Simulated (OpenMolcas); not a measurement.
## Mo²⁺: effect of the IPEA shift

```
Program             : OpenMolcas
Basis               : ANO-RCC-VTZP [7s6p4d2f1g]
Scalar Hamiltonian  : DKH2, point nucleus
Active space        : 4 electrons in 5 orbitals (4d)
State averaging     : 2S+1 = 5 even, 5 roots; 2S+1 = 3 even, 45 roots; 2S+1 = 1 even, 50 roots
Spin-orbit coupling : state interaction with AMFI integrals over the reference wave functions, term energies averaged over their components
```

Methods on the same reference wave functions:
A. CASSCF
B. MS-CASPT2, IPEA 0 Eh, imaginary shift 0.1 Eh (closed shells correlated: 4s 4p)
C. MS-CASPT2, IPEA 0.25 Eh, imaginary shift 0.1 Eh (closed shells correlated: 4s 4p)

Energies in cm⁻¹ above 4d⁴ ⁵D₀, the measured ground level; measured values from Sugar and Musgrove, J. Phys. Chem. Ref. Data 17, 155 (1988).

```json
{"Level": "4d⁴ ⁵D₀", "A": "0.0", "B": "0.0", "C": "0.0", "Measured": "0.0"}
{"Level": "4d⁴ ⁵D₁", "A": "217", "B": "245", "C": "235", "Measured": "242"}
{"Level": "4d⁴ ⁵D₂", "A": "618", "B": "672", "C": "653", "Measured": "668"}
{"Level": "4d⁴ ⁵D₃", "A": "1161", "B": "1222", "C": "1201", "Measured": "1224"}
{"Level": "4d⁴ ⁵D₄", "A": "1814", "B": "1858", "C": "1843", "Measured": "1872"}
{"Level": "4d⁴ ³H₄", "A": "15831", "B": "13090", "C": "13690", "Measured": "12680"}
{"Level": "4d⁴ ³P₀(1)", "A": "16248", "B": "10750", "C": "12190", "Measured": "11149"}
{"Level": "4d⁴ ³H₅", "A": "16314", "B": "13670", "C": "14240", "Measured": "13276"}
{"Level": "4d⁴ ³H₆", "A": "16787", "B": "14190", "C": "14740", "Measured": "13811"}
{"Level": "4d⁴ ³P₁(1)", "A": "17470", "B": "11940", "C": "13420", "Measured": "12510"}
{"Level": "4d⁴ ³F₃(1)", "A": "18336", "B": "13910", "C": "15060", "Measured": "13948"}
{"Level": "4d⁴ ³F₂(1)", "A": "18419", "B": "13840", "C": "15070", "Measured": "13929"}
{"Level": "4d⁴ ³F₄(1)", "A": "18572", "B": "14240", "C": "15360", "Measured": "14296"}
{"Level": "4d⁴ ³P₂(1)", "A": "19361", "B": "13770", "C": "15270", "Measured": "14358"}
{"Level": "4d⁴ ³G₃", "A": "20205", "B": "16200", "C": "17010", "Measured": "15871"}
{"Level": "4d⁴ ³G₄", "A": "20612", "B": "16670", "C": "17430", "Measured": "16283"}
{"Level": "4d⁴ ³G₅", "A": "20909", "B": "17100", "C": "17800", "Measured": "16714"}
{"Level": "4d⁴ ¹I₆", "A": "24247", "B": "21080", "C": "21220", "Measured": "20290"}
{"Level": "4d⁴ ³D₃", "A": "25481", "B": "19670", "C": "20760", "Measured": "19488"}
{"Level": "4d⁴ ³D₂", "A": "25630", "B": "19790", "C": "20880", "Measured": "19577"}
{"Level": "4d⁴ ³D₁", "A": "25875", "B": "20080", "C": "21180", "Measured": ""}
{"Level": "4d⁴ ¹G₄(1)", "A": "25899", "B": "21690", "C": "22160", "Measured": "20612"}
{"Level": "4d⁴ ¹S₀(1)", "A": "29635", "B": "23140", "C": "24270", "Measured": "22990"}
{"Level": "4d⁴ ¹D₂(1)", "A": "31288", "B": "24170", "C": "25090", "Measured": "22806"}
```

Deviations, from unrounded energies. A percentage is the sum of absolute deviations over the sum of measured energies, with the sign that they share, or ± where signs differ.

```
                        Against measurement  Levels      A     B     C
             mean absolute deviation (cm-1)      22   3900   360   960
      fine structure of the ground term (%)       4   -4.9  ±0.6  -1.9
other terms of the ground configuration (%)      18  +29.4  ±2.6  +7.2
```

B lies closest to measurement on these levels and A furthest from it. The largest miss of B in the table is 4d⁴ ¹D₂(1), by +1400 cm-1. The ranking rests on the paired levels alone, and a cruder setting can come out closer through cancelling errors.

Between B and C the level of the table that moves most is 4d⁴ ³P₂(1), by 1500 cm-1 (lowest in B, highest in C). Moves below CASPT2's spread within the term are not significant.

The mean deviations of B to C differ by less than CASPT2's widest spread within a term (1500 cm-1), so their order carries little weight.

From A to B the spin-free energies of the other terms of 4d⁴ shown, above ⁵D, scale by factors of 0.67 to 0.86.

The lowest spin-free term lies below A's lowest term by 0.341 hartree in B, 0.329 hartree in C.

CASPT2 does not keep the components of a term degenerate, so their means are used; among the terms shown or strongly mixed into the levels shown the widest spread is 1500 cm-1 (4d⁴ ¹I, C). Levels of configurations with an s electron are missing; early in the row they begin among the upper levels of the d shell and mix with terms of their name. Some levels mix across a computed gap that differs much from the measured one, so their mixing is not that of the real levels. The CASPT2 spread within a term exceeds the gap to the next term for 4d⁴ ¹I and 4d⁴ ¹G(1), so the order of their levels is uncertain (figures for B; the like holds for C). Without dynamic correlation excited terms often stand tens of per cent too high (terms of higher spin than the ground term too low), and those without a measured partner can miss by more than the paired ones (holds for A). Computed and measured levels are paired by configuration, term and J; levels that our copy of the source lacks, or whose pairing is in doubt (as where it misses far off the trend of its configuration), stay unpaired and out of the deviations. Only configurations of the active space appear. The table leaves out levels that lie high or whose names do not pair safely across all columns.

A number in round brackets counts repeated terms of one configuration in the order of the reference energies.
